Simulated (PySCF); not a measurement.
## Electronic absorption of CH4F4OSi2

Species: CH₄F₄OSi₂.
Structure used (GFN2-xTB), in Å, numbered top down from 1:
```xyz
12
CH4F4OSi2 angstrom
F     -0.7254    1.9551    1.3195
Si    -0.5479    1.0842   -0.0075
O      0.8715    0.3841    0.0119
Si     2.2081   -0.5672    0.2145
C     -1.8799   -0.3185    0.1368
F     -1.9427   -1.0684   -0.9862
F     -3.1314    0.1339    0.3398
F     -1.6277   -1.1859    1.1374
H     -0.7637    1.8951   -1.1780
H      1.9611   -1.7454   -0.6088
H      3.2852    0.2829   -0.2829
H      2.2941   -0.8506    1.6421
```

Computed, not measured: TDDFT CAM-B3LYP/def2-SVPD, vertical, gas phase, core orbitals frozen in the response (PySCF).

```tsv
state	E (eV)	E (kJ/mol)	λ (nm)	f	|μ| (D)	main configurations (H = HOMO, L = LUMO)
S1	7.72	744	160.7	0.0055	0.43	H→L (82%), H-2→L (11%)
S2	7.92	764	156.5	0.0018	0.24	H-1→L (93%)
S3	8.34	805	148.7	0.017	0.74	H→L+1 (62%), H→L+2 (24%)
S4	8.67	837	143.0	0.0079	0.49	H-2→L (40%), H→L+3 (33%)
S5	9.05	873	137.0	0.067	1.40	H→L+2 (54%), H→L+1 (20%)
S6	9.19	887	134.9	0.023	0.81	H-1→L+5 (16%), H-1→L+2 (15%), H-1→L+1 (14%)
S7	9.23	890	134.4	0.055	1.26	H-1→L+1 (48%), H-1→L+2 (41%)
S8	9.36	903	132.5	0.096	1.64	H-1→L+2 (34%), H-1→L+1 (19%), H→L+6 (11%)
```

Triplets, Tamm–Dancoff:

| state | E (eV) | λ (nm) | main configurations (H = HOMO, L = LUMO) |
| --- | --- | --- | --- |
| T1 | 7.27 | 170.5 | H→L (72%), H-2→L (17%) |
| T2 | 7.42 | 167.1 | H-1→L (86%) |
| T3 | 7.80 | 159.0 | H→L+1 (51%), H→L+2 (19%), H-2→L+1 (9%) |

The lowest singlet comes at 161 nm (744 kJ/mol) in the vacuum ultraviolet; it is weak; its leading configuration is HOMO→LUMO (82%). The strongest level in the table is S8 at 9.36 eV (133 nm, f = 0.096). It is the last of those listed, so stronger ones may follow. Löwdin shares by element: HOMO oxygen 25%, silicon 23%, carbon 12% (atoms not listed hold the other 40%); LUMO silicon 46%, oxygen 10%, hydrogen 10% or more (atoms not listed hold the other 33%). The listed states span 1.64 eV, and the widest gap between neighbours is 0.42 eV (S2 to S3). Of the 8 states listed, 5 reach f = 0.01 and none stays under 0.0005. Weighted by f, the mean energy of these states is 9.11 eV. The window holds the lowest 8 singlets.
